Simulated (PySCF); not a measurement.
Be(I)(NMe2) (C2H6BeIN), SMILES C[N](C)[Be][I].

Geometry: PBE0-D3(BJ)/def2-SVP. The structure was generated by enumeration; whether it is a known compound was not checked. The def2 effective core potentials stand for the cores of I; spin–orbit coupling is left out. Other conformers were not sampled.

Calculation: PySCF with TDDFT-PBE/def2-SVPD.

Vertical excitations. Gas-phase values at a fixed geometry. State labels are in the subgroup C2v.

```
state  symmetry  energy (eV)  λ (nm)      f                            main pairs
-----  --------  -----------  ------  -----  ------------------------------------
S1           A2         4.22     294  0.000                       HOMO→LUMO 100 %
S2           B1         4.51     275  0.000                     HOMO→LUMO+1 100 %
S3           A1         5.36     231  0.187                      HOMO→LUMO+2 91 %
S4           B1         5.38     231  0.007                     HOMO→LUMO+3 100 %
S5           A2         5.58     222  0.000                     HOMO−2→LUMO 100 %
S6           A1         5.83     213  0.110  HOMO−1→LUMO 77 %, HOMO−2→LUMO+2 17 %
S7           B2         5.88     211  0.065                   HOMO−1→LUMO+1 100 %
S8           B1         5.90     210  0.058                    HOMO−2→LUMO+1 99 %
S9           A2         6.03     206  0.000                     HOMO→LUMO+4 100 %
S10          A2         6.21     200  0.000                   HOMO−1→LUMO+2 100 %
T1           A2         4.11     302      0                       HOMO→LUMO 100 %
T2           B1         4.33     286      0                      HOMO→LUMO+1 99 %
T3           A1         4.48     277      0                      HOMO→LUMO+2 97 %
T4           A1         5.20     238      0                      HOMO−1→LUMO 97 %
```
Triplets are in the Tamm–Dancoff approximation, which puts them higher than full response would, so one can lie above its singlet here.
